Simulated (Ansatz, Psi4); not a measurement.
Psi4 was given this input:
```
memory 2 GB

molecule mol {
1 2
  C    -1.729693   -0.040810    0.915683
  C    -0.776269   -0.149067   -0.299526
  C    -1.170417   -1.304417   -1.180947
  O    -0.748283    1.050226   -0.976688
  B     0.215667    1.878725   -0.476858
  O     1.006555    1.199640    0.405627
  C     0.741722   -0.151883    0.375914
  C     0.927742   -0.809584    1.717522
  C     1.629176   -0.834814   -0.693432
  H    -2.716467    0.183081    0.509258
  H    -1.438098    0.775721    1.571223
  H    -1.766754   -0.976791    1.463233
  H    -2.216900   -1.191191   -1.470398
  H    -0.602594   -1.322874   -2.107743
  H    -1.073030   -2.250082   -0.654703
  H     0.343541    2.992665   -0.759599
  H     0.419992   -0.267807    2.511490
  H     1.988407   -0.799268    1.975617
  H     0.602800   -1.846202    1.694423
  H     1.483229   -0.382575   -1.671012
  H     2.661495   -0.661947   -0.387712
  H     1.436305   -1.901826   -0.732582
}

set basis sto-3g
set reference uks
set scf_type pk
set puream true
set d_convergence 1e-8
set dft_radial_points 99
set dft_spherical_points 590

energy('pbe0')
print_variables()
```

Q: Give the equivalent Ansatz (a quantum-chemistry and plane-wave program) input.

A: This is not unique; one that fits is 
Ansatz 0.2 input:
```yaml
crystal:
  periodic: [false, false, false]
  atoms:
    - {symbol: C, position_ang: [-1.72969277, -0.04080963, 0.91568295]}
    - {symbol: C, position_ang: [-0.77626925, -0.14906699, -0.29952640]}
    - {symbol: C, position_ang: [-1.17041749, -1.30441677, -1.18094652]}
    - {symbol: O, position_ang: [-0.74828285, 1.05022552, -0.97668833]}
    - {symbol: B, position_ang: [0.21566696, 1.87872518, -0.47685827]}
    - {symbol: O, position_ang: [1.00655457, 1.19963970, 0.40562724]}
    - {symbol: C, position_ang: [0.74172185, -0.15188344, 0.37591368]}
    - {symbol: C, position_ang: [0.92774225, -0.80958379, 1.71752242]}
    - {symbol: C, position_ang: [1.62917612, -0.83481442, -0.69343194]}
    - {symbol: H, position_ang: [-2.71646651, 0.18308109, 0.50925777]}
    - {symbol: H, position_ang: [-1.43809812, 0.77572084, 1.57122338]}
    - {symbol: H, position_ang: [-1.76675386, -0.97679102, 1.46323278]}
    - {symbol: H, position_ang: [-2.21689995, -1.19119111, -1.47039829]}
    - {symbol: H, position_ang: [-0.60259359, -1.32287425, -2.10774338]}
    - {symbol: H, position_ang: [-1.07303042, -2.25008196, -0.65470317]}
    - {symbol: H, position_ang: [0.34354091, 2.99266504, -0.75959864]}
    - {symbol: H, position_ang: [0.41999245, -0.26780681, 2.51149026]}
    - {symbol: H, position_ang: [1.98840654, -0.79926831, 1.97561696]}
    - {symbol: H, position_ang: [0.60280030, -1.84620237, 1.69442261]}
    - {symbol: H, position_ang: [1.48322898, -0.38257540, -1.67101161]}
    - {symbol: H, position_ang: [2.66149540, -0.66194728, -0.38771189]}
    - {symbol: H, position_ang: [1.43630502, -1.90182591, -0.73258185]}
basis:
  gaussian:
    orbitals: STO-3G
hamiltonian:
  xc: pbe0
total_charge: 1
magnetization: {spin_polarized: true, initial_magnetization: 1}
accuracy: high
```

Both were run: Psi4 gave -405.988272 Eh and Ansatz -405.988271 Eh, 0.001 mEh apart.
